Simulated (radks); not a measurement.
Task: The mean radii <r> (bohr) of the occupied orbitals of an atom or ion are listed with their occupations. Calculated with a radial shooting solver on a logarithmic mesh with Libxc functionals: scalar-relativistic Kohn-Sham, LDA (Slater exchange, Perdew-Wang correlation), spin-polarised, spherical densities, finite nucleus; Fermi nuclear charge, rms radius of each element as measured or else 0.836 A^(1/3) + 0.57 fm.

orbital  occ.      <r>
1s up       1  0.03114
1s down     1  0.03114
2s up       1   0.1351
2s down     1   0.1351
2p up       3   0.1177
2p down     3   0.1177
3s up       1   0.3692
3s down     1   0.3691
3p up       3   0.3680
3p down     3   0.3679
3d up       5   0.3459
3d down     5   0.3458
4s up       1   0.9004
4s down     1   0.8996
4p up       3   0.9762
4p down     3   0.9763
4d up       5    1.196
4d down     2    1.205

Name the element and its charge. Open shells, if any, are filled with parallel spins first.

Result: Z = 47, silver, charge +4: Ag4+ in [Kr] 4d7. The 1s radius gives Z: for a bare nucleus <r> = (2 gamma + 1)/(2Z) with gamma = sqrt(1 - (Z/c)^2), 0.03062 bohr for Z = 47, and screening makes it slightly larger (0.03114 here). The occupations add up to 43, and the charge is Z minus that.
